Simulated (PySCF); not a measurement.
Geometry (Å), atoms numbered from 1 in this order:
```xyz
14

C     2.5116   -0.2401    0.4691
Si    1.0189    0.1330   -0.5564
Cl    0.9706   -1.1059   -2.1983
Cl    1.1008    2.0780   -1.2243
Si   -1.0178   -0.1250    0.5532
C    -2.5160    0.2262   -0.4723
Cl   -0.9816    1.1340    2.1814
Cl   -1.0826   -2.0619    1.2449
H     2.5434    0.4279    1.3326
H     3.4205   -0.1022   -0.1202
H     2.4711   -1.2729    0.8221
H    -2.5473   -0.4502   -1.3293
H    -2.4831    1.2556   -0.8355
H    -3.4211    0.0883    0.1226
```

Theoretical values (PySCF 2.14.0 with density-fitted response routines): geometry: PBE0-D3(BJ)/def2-TZVP, B97-2/pcSseg-2 with gauge-including orbitals. Non-relativistic, averaged over atoms made equivalent by symmetry, fast rotation or ring inversion, single conformer, gas phase.

Shifts are taken against calculated references (same method and geometry level): TMS for $^{13}$C (σ = 185.38 ppm) and $^{1}$H (σ = 31.64 ppm) and $^{29}$Si (σ = 348.46 ppm); $^{35}$Cl (σ = 941.52 ppm) against HCl.

```tsv
atoms	nucleus	count	δ (ppm)
C1/C6	$^{13}$C	2	?
Cl3/Cl4/Cl7/Cl8	$^{35}$Cl	4	61
Si2/Si5	$^{29}$Si	2	?
H9/H10/H11/H12/H13/H14	$^{1}$H	6	0.79
```

Q: Fill in the missing shifts.

A: 
- C1/C6: 5.4 ppm, methyl carbon bonded to Si; an electropositive neighbour leaves it electron-rich and shielded
- Si2/Si5: 26.2 ppm, silicon bonded to C, 2 Cl, Si

Shifts are as computed. Against solution values, carbons near 30 ppm lie about +3 ppm off and those near 130 ppm about +7 ppm. Of 1211 compounds with measured shifts, 218 miss one by over three times the rms of a fit or turn the order of signals round; such compounds aren't used in these exercises.
